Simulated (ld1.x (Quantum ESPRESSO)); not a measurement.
Mn (Z = 25), TM semilocal: configuration errors across variants

ld1.x (Quantum ESPRESSO) 7.5 input, shortened:

```
&input
   title='Mn', zed=25., rel=0, dft='PBESOL', iswitch=3,
   config='[Ar] 3d5 4s1 4p1'
 /
 &inputp
   pseudotype=1, tm=.true., lloc=0,
   nlcc=.false.
 /
3
4P  2  1   1.00   0.00  2.15  2.15  0.0
3D  3  2   5.00   0.00  1.50  1.50  0.0
4S  1  0   1.00   0.00  2.00  2.00  0.0
 &test
   configts(1)='3d5 4s1 4p1'
 /
```

All-electron excitation energies from the reference (eV): (1) 3d5 4s2 4p0 -3.774; (2) 3d5 4s1 4p0 4.546; (3) 3d5 4s0 4p0 19.874; (4) 3d5.5 4s1.5 4p0 -4.403; (5) 3d5 4s0 4p2 3.955; (6) 3d5 4s0 4p1 9.166; (7) 3d4 4s0 4p0 52.553.

A semilocal file is local in each channel, so a ghost entry of none says nothing of the separable form that plane-wave codes build from it.

Errors AE − PS in meV (a dash: test not solved or not reliable):

| change | (1) | (2) | (3) | (4) | (5) | (6) | (7) | bound ghosts |
| --- | --- | --- | --- | --- | --- | --- | --- | --- |
| base | +2.0 | -1.7 | +33 | -21 | +4.0 | +6.9 | +23 | none |
| all radii scaled by about 0.84 (s 1.68, p 1.82, d 1.26 bohr) | +2.8 | -0.3 | +44 | -7.4 | +5.1 | +13 | -29 | none |
| all radii scaled by about 0.88 (s 1.76, p 1.90, d 1.32 bohr) | +2.7 | -0.6 | +41 | -11 | +4.9 | +11 | -19 | none |
| all radii scaled by about 0.95 (s 1.90, p 2.04, d 1.42 bohr) | +2.2 | -1.3 | +35 | -17 | +4.3 | +8.1 | +9.9 | none |
| all radii scaled by about 1.05 (s 2.10, p 2.26, d 1.58 bohr) | +1.9 | -1.9 | +32 | -24 | +3.7 | +6.3 | +32 | none |
| all radii scaled by about 1.09 (s 2.18, p 2.34, d 1.64 bohr) | +1.8 | -2.1 | +33 | -27 | +3.5 | +6.1 | +35 | none |
| all radii scaled by about 1.18 (s 2.36, p 2.54, d 1.76 bohr) | +1.7 | -2.1 | +35 | -29 | +3.2 | +5.9 | +34 | none |
| all radii scaled by about 1.24 (s 2.48, p 2.68, d 1.86 bohr) | +1.8 | -2.0 | +37 | -32 | +3.0 | +6.3 | +21 | none |
| all radii scaled by about 1.30 (s 2.60, p 2.80, d 1.96 bohr) | +1.6 | -1.8 | +38 | -33 | +2.5 | +6.1 | +6.5 | none |
| all radii scaled by about 1.40 (s 2.80, p 3.02, d 2.10 bohr) | +1.0 | -1.6 | +36 | -33 | +1.1 | +5.1 | -26 | none |

(1) Give the same row for: all radii scaled by about 0.76 (s 1.52, p 1.64, d 1.14 bohr).

Results:

(1) +3.9, +1.2, +52, +10.0, +3.2, +21, -81; bound ghosts: none.
